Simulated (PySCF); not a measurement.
O(2+) (oxygen, charge +2) across methods

[He] 2s2 2p2, high-spin 3P determinant. Computed with PySCF 2.14 in aug-cc-pCVTZ-DK (7s6p4d2f, 59 functions), with the spin-free X2C one-electron Hamiltonian (Gaussian nucleus).

| method | E (hartree) | mean ε 2s α (eV) | mean ε 2s β (eV) | mean ε 2p α (eV) | Σ⟨r²⟩ (bohr²) | ⟨S²⟩ |
| --- | --- | --- | --- | --- | --- | --- |
| PW91 | -73.2970 | -59.926 | -55.543 | -45.192 | 5.082 | 2.001 |
| PBE0 | -73.2643 | -63.273 | -57.619 | -47.875 | 5.064 | 2.002 |
| UHF | -73.15375 | -72.824 | -62.428 | -55.754 | 5.046 | 2.005 |
| BP86 | -73.3210 | -59.875 | -55.660 | -45.074 | 5.065 | 2.001 |
| PBE | -73.2500 | -59.834 | -55.469 | -45.044 | 5.083 | 2.001 |
| revPBE | -73.3168 | -59.875 | -55.490 | -45.033 | 5.079 | 2.002 |
| r2SCANh | -73.3043 | -62.449 | -56.522 | -47.120 | 5.048 | 2.003 |
| LDA | -72.7557 | -59.552 | -55.284 | -44.958 | 5.107 | 2.001 |

Task: Estimate the same row for r2SCAN.

Result: E (hartree) = -73.3033; mean ε 2s α (eV) = -61.252; mean ε 2s β (eV) = -55.720; mean ε 2p α (eV) = -46.101; Σ⟨r²⟩ (bohr²) = 5.051; ⟨S²⟩ = 2.003.
